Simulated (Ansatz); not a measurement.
Steps of a relaxation of ClH$_{6}$NO$_{2}$Si$_{2}$, SMILES `O[SiH2]N[SiH](O)Cl` with RKS PBE0-D4/def2-TZVP.

```sh
$ ansatz run in.yaml --threads 2 --pin off --events-out ev --progress --plain --max-ram 22528MiB --backend cuda --devices 0, --max-vram 18GiB
```

```yaml
crystal:
  periodic: [false, false, false]
  atoms:
    - {symbol: O, position_ang: [0.001550, 0.701050, 1.826610]}
    - {symbol: Si, position_ang: [0.427540, 1.424740, 0.427420]}
    - {symbol: N, position_ang: [-0.129410, 0.427900, -0.876560]}
    - {symbol: Si, position_ang: [-0.345930, -1.289550, -0.873470]}
    - {symbol: O, position_ang: [0.191320, -1.901560, 0.521200]}
    - {symbol: Cl, position_ang: [0.686120, -2.127860, -2.374360]}
    - {symbol: H, position_ang: [-0.915990, 0.626080, 2.074660]}
    - {symbol: H, position_ang: [1.875820, 1.447400, 0.580800]}
    - {symbol: H, position_ang: [-0.215960, 2.723010, 0.248080]}
    - {symbol: H, position_ang: [-0.194760, 0.875780, -1.773480]}
    - {symbol: H, position_ang: [-1.760890, -1.606910, -1.023010]}
    - {symbol: H, position_ang: [0.380580, -1.300090, 1.242110]}
basis:
  gaussian: {orbitals: def2-TZVP}
hamiltonian: {xc: pbe0, dispersion: d4}
relax: {f_tol: 0.005, max_steps: 150}
```

Positions (Å) and forces (eV/Å) along the path, 10 of 17 steps:

```xyz
12
step=1 energy=-33952.2810 eV
O     0.002    0.701    1.827    0.029   -0.328    0.661
Si    0.428    1.425    0.427   -0.336   -0.680   -0.690
N    -0.129    0.428   -0.877    0.219   -0.235    0.391
Si   -0.346   -1.290   -0.873   -0.140    0.998    0.567
O     0.191   -1.902    0.521    0.110   -0.362    0.212
Cl    0.686   -2.128   -2.374    0.326   -0.374   -0.719
H    -0.916    0.626    2.075   -0.281    0.061    0.023
H     1.876    1.447    0.581    0.474    0.263   -0.097
H    -0.216    2.723    0.248    0.006    0.540   -0.022
H    -0.195    0.876   -1.773   -0.115    0.137   -0.265
H    -1.761   -1.607   -1.023   -0.314   -0.215   -0.248
H     0.381   -1.300    1.242    0.022    0.195    0.188
12
step=3 energy=-33952.3806 eV
O    -0.011    0.700    1.860   -0.011   -0.127    0.197
Si    0.433    1.398    0.434   -0.009    0.094   -0.188
N    -0.136    0.413   -0.861    0.019   -0.017    0.012
Si   -0.338   -1.296   -0.868   -0.010    0.067   -0.100
O     0.196   -1.913    0.535    0.034   -0.052    0.052
Cl    0.711   -2.128   -2.427   -0.004    0.023    0.054
H    -0.935    0.702    2.122    0.049    0.063   -0.085
H     1.909    1.478    0.539   -0.030   -0.036    0.000
H    -0.141    2.759    0.256    0.003   -0.028    0.007
H    -0.286    0.880   -1.747   -0.036   -0.031    0.081
H    -1.742   -1.686   -1.116    0.037    0.013   -0.005
H     0.340   -1.308    1.271   -0.041    0.032   -0.024
12
step=4 energy=-33952.4012 eV
O     0.048    0.699    1.884   -0.207    0.038    0.051
Si    0.443    1.377    0.426    0.200    0.030   -0.048
N    -0.203    0.407   -0.837   -0.069    0.106   -0.134
Si   -0.314   -1.303   -0.892   -0.095   -0.122   -0.008
O     0.169   -1.913    0.535    0.025   -0.006    0.015
Cl    0.860   -2.083   -2.384    0.019    0.013    0.042
H    -0.860    0.822    2.173    0.093   -0.034    0.013
H     1.923    1.391    0.464   -0.021    0.031   -0.007
H    -0.105    2.752    0.259    0.017   -0.060    0.036
H    -0.475    0.896   -1.681   -0.014   -0.036    0.093
H    -1.687   -1.735   -1.236    0.047    0.016   -0.006
H     0.199   -1.312    1.289    0.006    0.024   -0.047
12
step=6 energy=-33952.4119 eV
O     0.097    0.692    1.889   -0.132    0.070   -0.043
Si    0.469    1.350    0.408    0.006   -0.029    0.009
N    -0.273    0.407   -0.829   -0.099    0.116   -0.125
Si   -0.315   -1.310   -0.908    0.045    0.016   -0.013
O     0.095   -1.894    0.554   -0.014    0.071    0.057
Cl    1.020   -2.043   -2.290   -0.057    0.016    0.054
H    -0.797    0.861    2.202    0.115   -0.040    0.002
H     1.947    1.320    0.384   -0.021   -0.022   -0.001
H    -0.046    2.738    0.281    0.003   -0.003   -0.014
H    -0.674    0.915   -1.611    0.092   -0.119    0.178
H    -1.641   -1.779   -1.365    0.058    0.012    0.014
H     0.119   -1.258    1.285    0.004   -0.087   -0.118
12
step=7 energy=-33952.4141 eV
O     0.086    0.700    1.890   -0.061    0.060   -0.040
Si    0.465    1.351    0.409    0.022   -0.028    0.037
N    -0.282    0.408   -0.822   -0.070    0.066   -0.116
Si   -0.313   -1.307   -0.907    0.016   -0.010   -0.031
O     0.104   -1.896    0.550   -0.004    0.033    0.025
Cl    1.016   -2.035   -2.296   -0.018    0.020    0.030
H    -0.805    0.873    2.207    0.053   -0.030    0.011
H     1.943    1.298    0.386   -0.016   -0.003    0.002
H    -0.035    2.743    0.273    0.008   -0.005   -0.009
H    -0.675    0.915   -1.607    0.051   -0.079    0.114
H    -1.634   -1.785   -1.364    0.020    0.014    0.016
H     0.130   -1.265    1.282   -0.003   -0.036   -0.041
12
step=8 energy=-33952.4154 eV
O     0.079    0.713    1.892    0.027    0.026   -0.028
Si    0.463    1.346    0.407    0.018   -0.018    0.023
N    -0.304    0.408   -0.815   -0.006    0.015   -0.025
Si   -0.312   -1.307   -0.909    0.016    0.014    0.000
O     0.107   -1.899    0.545    0.002   -0.024   -0.012
Cl    1.038   -2.005   -2.290   -0.016   -0.004   -0.007
H    -0.808    0.886    2.215   -0.024   -0.006    0.017
H     1.939    1.262    0.381   -0.008    0.002    0.004
H    -0.008    2.747    0.256    0.002   -0.004    0.000
H    -0.697    0.913   -1.597   -0.009   -0.001    0.006
H    -1.628   -1.793   -1.365    0.001   -0.017   -0.021
H     0.130   -1.270    1.277   -0.003    0.017    0.043
12
step=10 energy=-33952.4160 eV
O     0.081    0.726    1.897   -0.006   -0.004    0.011
Si    0.466    1.342    0.406    0.009    0.001   -0.015
N    -0.320    0.410   -0.810    0.001   -0.004   -0.007
Si   -0.309   -1.305   -0.911    0.007    0.003    0.009
O     0.106   -1.895    0.547   -0.004    0.000   -0.012
Cl    1.056   -1.988   -2.284   -0.002   -0.001    0.001
H    -0.807    0.892    2.217   -0.005    0.003    0.004
H     1.939    1.231    0.375    0.000    0.004   -0.001
H     0.016    2.748    0.246    0.001   -0.001    0.001
H    -0.735    0.916   -1.579   -0.003    0.001    0.005
H    -1.613   -1.808   -1.384    0.002    0.002    0.004
H     0.121   -1.268    1.281    0.000   -0.004    0.002
12
step=14 energy=-33952.4162 eV
O     0.074    0.731    1.899   -0.005    0.002   -0.001
Si    0.467    1.340    0.407    0.003   -0.002   -0.003
N    -0.317    0.409   -0.811   -0.003    0.004   -0.006
Si   -0.305   -1.305   -0.914    0.003    0.004    0.006
O     0.119   -1.897    0.540    0.002   -0.001    0.002
Cl    1.056   -1.989   -2.291   -0.002   -0.001   -0.001
H    -0.813    0.909    2.218    0.003   -0.003    0.001
H     1.940    1.224    0.380   -0.001    0.001    0.001
H     0.021    2.747    0.242    0.001   -0.001    0.001
H    -0.748    0.916   -1.570    0.002   -0.004    0.004
H    -1.612   -1.807   -1.382    0.001   -0.001   -0.001
H     0.117   -1.278    1.281   -0.002    0.000   -0.004
12
step=15 energy=-33952.4162 eV
O     0.071    0.733    1.899    0.000    0.001   -0.004
Si    0.467    1.339    0.407    0.000   -0.001    0.000
N    -0.315    0.409   -0.812   -0.005    0.003   -0.006
Si   -0.303   -1.305   -0.915    0.002    0.004    0.006
O     0.126   -1.896    0.538    0.002   -0.002    0.001
Cl    1.053   -1.990   -2.295    0.000   -0.001   -0.003
H    -0.817    0.912    2.217    0.001   -0.002    0.001
H     1.940    1.220    0.383   -0.001    0.000    0.001
H     0.024    2.747    0.241    0.000   -0.001   -0.001
H    -0.753    0.916   -1.568    0.004   -0.002    0.005
H    -1.611   -1.806   -1.379    0.000   -0.001    0.001
H     0.117   -1.279    1.281   -0.003    0.001   -0.002
12
step=17 energy=-33952.4162 eV
O     0.064    0.733    1.899    0.002    0.000   -0.001
Si    0.467    1.338    0.408   -0.001    0.001    0.002
N    -0.312    0.410   -0.814   -0.002   -0.004    0.000
Si   -0.301   -1.304   -0.915    0.000    0.000   -0.002
O     0.140   -1.893    0.536    0.000    0.002    0.000
Cl    1.046   -1.992   -2.303    0.001    0.000    0.000
H    -0.825    0.913    2.214   -0.001    0.001    0.000
H     1.940    1.216    0.390    0.000    0.000    0.000
H     0.028    2.747    0.240    0.000    0.000    0.000
H    -0.752    0.917   -1.568    0.002    0.003    0.000
H    -1.612   -1.806   -1.370    0.000    0.000    0.002
H     0.118   -1.278    1.281    0.000   -0.001   -0.001
```

It took 33 s on 2 threads of an AMD EPYC 7R13 on a shared host and a share of an NVIDIA H100 80 GB, with 0.94 GiB of host memory at the peak.
